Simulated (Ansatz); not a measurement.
`C[S][SnH2][CH3]`, relaxed with RKS PBE-D4/def2-SVP in Ansatz 0.2.0 from a rough embedded geometry. The force threshold is 0.03 eV/Å; the program also tests the step.

The species carries charge 0 and has multiplicity 1. Sn: def2 effective core potential.

Start:

```xyz
12

C     1.601    0.261   -1.245
S     0.471    1.631   -1.162
Sn   -1.241    0.228   -0.215
C    -0.637   -0.434    1.752
H     1.886   -0.148   -0.265
H     1.241   -0.532   -1.934
H     2.580    0.651   -1.733
H    -1.592   -1.063   -1.244
H    -2.744    1.226   -0.019
H    -0.370    0.373    2.347
H     0.257   -1.141    1.547
H    -1.452   -1.052    2.171
```

```json
{"step": "1", "energy (eV)": "-18858.1280", "largest force (eV/Å)": "3.789", "largest move (Å)": "0.000"}
{"step": "2", "energy (eV)": "-18858.3755", "largest force (eV/Å)": "1.444", "largest move (Å)": "0.194"}
{"step": "3", "energy (eV)": "-18858.4735", "largest force (eV/Å)": "0.417", "largest move (Å)": "0.200"}
{"step": "4", "energy (eV)": "-18858.4906", "largest force (eV/Å)": "0.121", "largest move (Å)": "0.200"}
{"step": "5", "energy (eV)": "-18858.4938", "largest force (eV/Å)": "0.038", "largest move (Å)": "0.049"}
{"step": "6", "energy (eV)": "-18858.4940", "largest force (eV/Å)": "0.004", "largest move (Å)": "0.015"}
```

End:

```xyz
12

C     1.727    0.273   -1.345
S     0.438    1.571   -1.163
Sn   -1.348    0.232   -0.162
C    -0.700   -0.495    1.778
H     2.038   -0.147   -0.368
H     1.400   -0.547   -2.014
H     2.606    0.766   -1.803
H    -1.701   -1.101   -1.218
H    -2.701    1.301   -0.036
H    -0.432    0.367    2.418
H     0.186   -1.147    1.655
H    -1.513   -1.074    2.257
```

Hardware: 4 threads of a server CPU on a shared host. Wall time 4.9 s, peak host memory 0.19 GiB.
